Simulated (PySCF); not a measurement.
**M06 on Ho⁶⁶⁺ (holmium, charge +66)**

Configuration: 1s1, 2S determinant. Computed with PySCF 2.14 in an even-tempered Gaussian basis (17 s from 180 bohr⁻², ratio 2; 7 p from 270 bohr⁻², ratio 2.2; 4 d from 800 bohr⁻², ratio 2.2; 4 f from 1200 bohr⁻², ratio 2.2; 3 g from 1800 bohr⁻², ratio 2.2; 2 h from 2700 bohr⁻², ratio 2.2), with no relativity, point nucleus.

* Total energy: -2244.47 hartree
* One-electron energy: -2244.50 hartree
* Hartree (Coulomb) energy: 20.93 hartree
* Exchange-correlation energy: -20.91 hartree
* Kinetic energy: 2244.47262 hartree
* ⟨S²⟩: 0.7500
* ⟨L²⟩: 0.000
* Sum of ⟨r⟩: 0.02239 bohr
* Sum of ⟨r²⟩: 0.0006687 bohr²
* Density at the nucleus (Gaussians lack the cusp): 94600 bohr⁻³
* Spin density at the nucleus: 94600 bohr⁻³

| shell | electrons | mean orbital energy (eV) | rms radius, mean of both spins (bohr) |
| --- | --- | --- | --- |
| 1s α | 1 | -60755.8 | 0.0259 |

A non-relativistic calculation at this Z misses sizeable relativistic shifts. For one electron the Hartree and exchange-correlation energies should cancel; what remains is the self-interaction error.
